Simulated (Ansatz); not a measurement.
`FC[SiH2]Br` + `O[SiH3]` → `[SiH3]O[SiH2]Br` + `CF`  (ligand exchange at the Si–C bond)

Calculated with Ansatz (gas phase, PBE0-D4/def2-TZVP geometries, no zero-point term in ΔE). CBS: MP2 limit from def2 TZ/QZ plus the TZ coupled-cluster correction, frozen cores. This one scheme is used for every species. Functionals use def2-TZVPP. B3LYP here is the variant with VWN-RPA as its local correlation; programs differ in this. HSE06 is defined as in plane-wave codes. For Br outer-core shells are correlated without core-valence functions, which leaves a few kJ/mol of doubt a bond. Scalar relativity is left out up to krypton. Each species was taken in one conformer, which may not be the lowest.

`FC[SiH2]Br`:

Z-matrix (Å, degrees):
```
C
Si 1 1.889
F 1 1.390 2 109.1
H 1 1.095 2 111.1 3 -119.8
H 1 1.095 2 111.1 3 119.8
Br 2 2.222 1 106.6 3 180.0
H 2 1.480 1 111.0 3 61.9
H 2 1.480 1 111.0 3 -61.9
```

`O[SiH3]`:

```xyz
6

O    -0.381   -0.599    1.067
Si    0.210    0.264   -0.206
H    -1.034   -1.275    0.885
H     0.888   -0.615   -1.199
H     1.185    1.219    0.368
H    -0.868    1.006   -0.915
```

`[SiH3]O[SiH2]Br`:

Z-matrix (Å, degrees):
```
Si
O 1 1.645
H 1 1.485 2 109.9
H 1 1.483 2 110.0 3 -120.8
H 1 1.482 2 107.3 3 119.5
Si 2 1.619 1 145.5 3 56.4
Br 6 2.221 2 110.2 1 29.0
H 6 1.477 2 109.1 1 147.2
H 6 1.479 2 110.5 1 -89.0
```

`CF`:

Cartesian coordinates in Å:
```
C 0.041 -0.001 -0.045
F -0.881 0.017 0.977
H 0.826 0.727 0.170
H -0.459 0.258 -0.982
H 0.472 -1.002 -0.120
```

| level | ΔE (kcal/mol) | difference from CCSD(T)/CBS |
| --- | --- | --- |
| LDA (SPW92) | -28.4 | 4.4 |
| PBE-D4 | -28.7 | 4.1 |
| revPBE-D4 | -28.7 | 4.1 |
| BLYP-D4 | -31.7 | 1.1 |
| r2SCAN-D4 | -31.8 | 1.0 |
| B97M-V | -32.8 | 0.0 |
| PBE0-D4 | -30.6 | 2.2 |
| B3LYP-D4 | -33.1 | -0.3 |
| r2SCANh-D4 | -32.2 | 0.6 |
| r2SCAN0-D4 | -32.8 | 0.0 |
| HSE06-D4 | -30.5 | 2.3 |
| BHLYP-D4 | -35.5 | -2.7 |
| ωB97X-V | -31.9 | 0.9 |
| ωB97M-V | -31.8 | 1.0 |
| B2PLYP | -33.0 | -0.2 |
| PBE-QIDH | -32.4 | 0.4 |
| revPBE | -27.8 | 5.0 |
| BLYP | -30.6 | 2.2 |
| r2SCAN | -31.6 | 1.2 |
| PBE0 | -30.0 | 2.8 |
| B3LYP | -32.0 | 0.8 |
| r2SCANh | -32.0 | 0.8 |
| r2SCAN0 | -32.5 | 0.3 |
| HSE06 | -29.9 | 2.9 |
| BHLYP | -34.4 | -1.6 |
| CAM-B3LYP | -32.8 | 0.0 |
| LC-ωPBE | -30.7 | 2.1 |
| HF/def2-SVP | -35.6 | -2.8 |
| MP2/def2-SVP | -32.8 | 0.0 |
| CCSD/def2-SVP | -32.5 | 0.3 |
| CCSD(T)/def2-SVP | -32.0 | 0.8 |
| HF/def2-TZVPP | -37.2 | -4.4 |
| MP2/def2-TZVPP | -33.6 | -0.8 |
| SCS-MP2/def2-TZVPP | -34.2 | -1.4 |
| CCSD/def2-TZVPP | -33.4 | -0.6 |
| CCSD(T)/def2-TZVPP | -32.8 | 0.0 |
| HF/def2-QZVPP | -37.7 | -4.9 |
| MP2/def2-QZVPP | -33.8 | -1.0 |
| SCS-MP2/def2-QZVPP | -34.3 | -1.5 |
| MP2/CBS(def2) | -33.6 | -0.8 |
| CCSD(T)/CBS | -32.8 | 0 |

Largest T1 diagnostic among the species: 0.011.

At CCSD(T), def2-SVP lies +0.8 kcal/mol from the extrapolated value and def2-TZVPP −0.0 kcal/mol. From PBE to PBE0 (25 % exact exchange), in def2-TZVPP and without D4, ΔE moves by −1.9 kcal/mol. Leaving LDA and LC-ωPBE aside and taking each functional with its dispersion term where it has one, the values spread over 6.8 kcal/mol, from BHLYP-D4 to PBE-D4.
